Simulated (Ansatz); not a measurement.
Consider the ligand exchange at the Si–S bond: `C=NCS[SiH3]` + `OB(O[SiH3])O[SiH3]` → `[SiH3]OB(O[SiH3])O[SiH3]` + `C=NCS`.

Computed with Ansatz on PBE0-D4/def2-TZVP structures; ΔE is electronic, products minus reactants. CCSD(T)/CBS is the MP2 limit (def2-TZVPP, def2-QZVPP) plus CCSD(T) − MP2 in def2-TZVPP, frozen cores. Functionals use def2-TZVPP. B3LYP here is the variant with VWN-RPA as its local correlation; programs differ in this. One conformer a species, not always the lowest.

`C=NCS[SiH3]`:

Cartesian coordinates in Å:
```
C 0.231 2.013 0.653
N 0.456 0.884 0.145
C 0.614 -0.238 1.023
S -0.699 -1.466 0.712
Si -0.726 -1.364 -1.425
H 0.095 2.872 -0.003
H 0.160 2.181 1.735
H 1.577 -0.709 0.817
H 0.556 0.019 2.089
H -1.507 -2.568 -1.812
H -1.407 -0.163 -1.963
H 0.651 -1.460 -1.972
```

`OB(O[SiH3])O[SiH3]`:

```xyz
13

O     1.317    0.628   -2.314
B     0.651    0.324   -1.167
O     0.906    1.095   -0.077
Si    0.764    1.144    1.552
O    -0.233   -0.723   -1.162
Si   -1.398   -1.356   -0.192
H     1.066    0.047   -3.034
H    -0.377    2.015    1.929
H     0.541   -0.223    2.095
H     2.022    1.695    2.110
H    -0.839   -2.474    0.606
H    -2.484   -1.859   -1.067
H    -1.937   -0.313    0.721
```

`[SiH3]OB(O[SiH3])O[SiH3]`:

Z-matrix (Å, degrees):
```
Si
O 1 1.655
H 1 1.484 2 110.4
H 1 1.484 2 110.4 3 -121.6
H 1 1.481 2 106.3 3 119.2
B 2 1.363 1 129.1 3 60.8
O 6 1.363 2 120.0 1 -0.0
O 6 1.363 2 120.0 1 180.0
Si 7 1.655 6 129.1 2 -180.0
Si 8 1.655 6 129.1 2 0.2
H 9 1.481 7 106.3 6 179.4
H 9 1.484 7 110.4 6 60.2
H 9 1.484 7 110.4 6 -61.4
H 10 1.481 8 106.3 6 180.0
H 10 1.484 8 110.4 6 60.8
H 10 1.484 8 110.4 6 -60.8
```

`C=NCS`:

```xyz
9

C     0.824   -1.231    0.551
N     0.647    0.011    0.452
C    -0.218    0.478   -0.597
S    -1.725    1.233    0.065
H     0.354   -1.963   -0.120
H     1.470   -1.616    1.339
H     0.319    1.218   -1.192
H    -0.571   -0.322   -1.264
H    -1.101    2.193    0.767
```

```
             level  ΔE (kcal/mol)  difference from CCSD(T)/CBS
            PBE-D4           -6.4                          4.1
         r2SCAN-D4           -9.2                          1.3
           PBE0-D4           -7.5                          3.0
           ωB97X-V          -10.4                          0.1
           ωB97M-V          -10.0                          0.5
               PBE           -7.2                          3.3
            r2SCAN           -9.3                          1.2
              PBE0           -8.1                          2.4
             B3LYP          -12.0                         -1.5
     HF/def2-TZVPP          -16.2                         -5.7
   CCSD/def2-TZVPP          -12.4                         -1.9
CCSD(T)/def2-TZVPP          -11.5                         -1.0
     HF/def2-QZVPP          -16.7                         -6.2
SCS-MP2/def2-QZVPP          -11.8                         -1.3
      HF/CBS(def2)          -16.7                         -6.2
     MP2/CBS(def2)           -9.6                          0.9
       CCSD(T)/CBS          -10.5                            0
```

Largest T1 diagnostic among the species: 0.012.

The D4 term adds +1.3 kcal/mol with B3LYP and +0.6 kcal/mol with PBE0; it sums over pairs of atoms, weighted by their polarisabilities, and B3LYP, whose exchange is more repulsive, gets the larger term. In def2-TZVPP, CCSD(T) changes the Hartree–Fock value by +4.7 kcal/mol (the triples alone add +0.9 kcal/mol) and MP2 by +5.7 kcal/mol.
